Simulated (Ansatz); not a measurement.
Species: C₄H₅BO₂, SMILES `Bc1ccc(o1)O` (charge 0, multiplicity 1), formula C4H5BO2.

### Question
How many basis functions does frozen-core CCSD(T)/cc-pVTZ // PBE-D3(BJ)/def2-SVP (Ansatz, a program for electronic structure) use, how many core orbitals are frozen, and how many electrons are correlated?

### Answer
280 basis functions and 7 frozen orbitals, which leaves 36 correlated electrons. Core time is of the order of minutes.
